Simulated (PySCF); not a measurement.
**Threshold energies of ZrCl in a plasma**

CCSD(T) in PySCF with def2-TZVPPD on every atom (core potentials on Zr), for the lowest determinant that a PBE0 search found; no spin–orbit coupling.

| species | state (unpaired electrons) | Re (Å) | ωe (cm⁻¹) | energy of the minimum from the neutral (eV) | De (eV) | dissociates to |
| --- | --- | --- | --- | --- | --- | --- |
| ZrCl | quartet (σ ↑, δ ↑↑) | 2.348 | 387 | 0.00 | 4.42 | Zr (4d2 5s2) + Cl |
| ZrCl⁺ | triplet (σ ↑, δ ↑) | 2.242 | 467 | 6.37 | 4.62 | Zr⁺ (4d2 5s1) + Cl |

Problem. Work out the lowest energy to break ZrCl into atoms, from its vibrational ground state.

Solution. D0 = De − ωe/2 = 4.42 − 0.02 = 4.40 eV (CCSD(T)/def2-TZVPPD).

Problem. Work out the ionisation energy of the Zr atom at this level and the threshold of dissociative ionisation.

Solution. IE(Zr) = 6.37 + 4.62 − 4.42 = 6.57 eV, so Zr⁺ (4d2 5s1) + Cl + e⁻ appears at D0 + IE(Zr) = 10.97 eV (CCSD(T)/def2-TZVPPD). The measured IE(Zr) is 6.634 eV (NIST ASD).

These are thermodynamic thresholds; the onsets seen under electron impact lie higher where the geometry changes, and cross-sections peak well above them.

Correlated steps freeze 5 core orbitals. Spin–orbit coupling is left out, which matters for elements this heavy, above all for dissociation energies. For an ion De counts to the pair picked by the measured ionisation energies or electron affinities, which need not be the lowest pair at this level. With d or f electrons several states lie close, and the lowest PBE0 determinant need not be the measured ground state.
